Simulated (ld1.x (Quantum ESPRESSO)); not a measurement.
## bromine: excitation energies, all-electron against TM

| Property | Result |
| --- | --- |
| Element | Br |
| Generator | ld1.x (Quantum ESPRESSO) 7.5 |
| Type | norm-conserving Troullier–Martins (Kleinman–Bylander form) |
| Functional | BP86 |
| Relativity | scalar-relativistic |
| Frozen core | [Ar] |
| Valence charge | 17 |
| Reference configuration | 3d10 4s1.75 4p5.25 |
| Partial waves | 4p (bound): rc 1.45 bohr; 3d (bound): rc 0.90 bohr; 4s (bound): rc 1.15 bohr |
| Local potential | the s channel |
| Core correction | Bessel-smoothed model core inside 0.40 bohr |

Energies are relative to the spin-unpolarised reference configuration 3d10 4s1.75 4p5.25; without spin polarisation the order of configurations can differ from experiment.

```tsv
valence configuration	charge	ΔE all-electron (eV)	error AE − PS (meV)
3d10 4s2 4p5	0	-3.080	-0.2
3d10 4s2 4p3	+2	32.463	-35
3d10 4s1 4p5	+1	22.608	-27
3d9 4s2 4p6	0	61.274	-1591
3d9 4s2 4p5	+1	75.503	-1594
```

Task: What are ΔE and the potential's error for 3d10 4s1 4p6?

Result: ΔE = 9.315 eV all-electron; the error (AE − PS) is -5.3 meV.

Task: What are ΔE and the potential's error for 3d10 4s2 4p4?

Result: ΔE = 9.582 eV all-electron; the error (AE − PS) is -7.9 meV.

Levels in the configuration 3d9 4s2 4p5:

```json
{"level": "3d", "all-electron (eV)": "-90.908", "pseudo (eV)": "-94.143"}
{"level": "4s", "all-electron (eV)": "-33.240", "pseudo (eV)": "-33.658"}
{"level": "4p", "all-electron (eV)": "-19.410", "pseudo (eV)": "-19.393"}
```

Note: ghost state, extra bound levels that the all-electron valence spectrum of the same l lacks: p at -123.5 eV. A true bound ghost makes a file unfit for plane-wave use.
